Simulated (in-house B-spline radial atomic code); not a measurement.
Ionising the samarium ion Sm⁺ with different functionals

Computed with an all-electron radial atomic-structure program (B-spline basis): four-component Dirac-Coulomb Hamiltonian, Fermi nucleus of rms radius 5.0819 fm, spin-restricted, spherical fractional occupations for the functionals. The ionisation energy is the difference of two self-consistent energies, [Xe] 4f6 6s1 → [Xe] 4f6, without Breit or QED terms; ε is the level of the shell that loses the electron (mean over j).

Hybrids are left out here: with spherical fractional occupations of an open shell their exact exchange keeps a self-interaction that integer-occupation calculations don't have.

```csv
method,rung,ΔSCF (eV),-ε(6s) (eV)
LDA VWN5,LDA,11.29,8.67
relativistic LDA,LDA,11.26,8.65
LDA PW92,LDA,11.29,8.67
LDA exchange-only,LDA,10.44,7.81
PBE,GGA,11.09,8.42
PBEsol,GGA,10.99,8.41
BLYP,GGA,11.21,8.45
RPBE,GGA,11.04,8.28
PW91,GGA,11.12,8.44
BP86,GGA,11.12,8.61
AM05,GGA,10.95,8.37
OLYP,GGA,10.96,8.03
```

How do they compare with the NIST value?

NIST lists 11.08 eV ± 0.02 (semi-empirical, ground level to ground level). Errors run from -0.64 to +0.21 eV; PBE is closest (+0.01 eV), but part of that can be cancellation, since the calculations leave out Breit-QED terms, spin polarisation, the choice among j levels, multiplet and fine-structure energies.
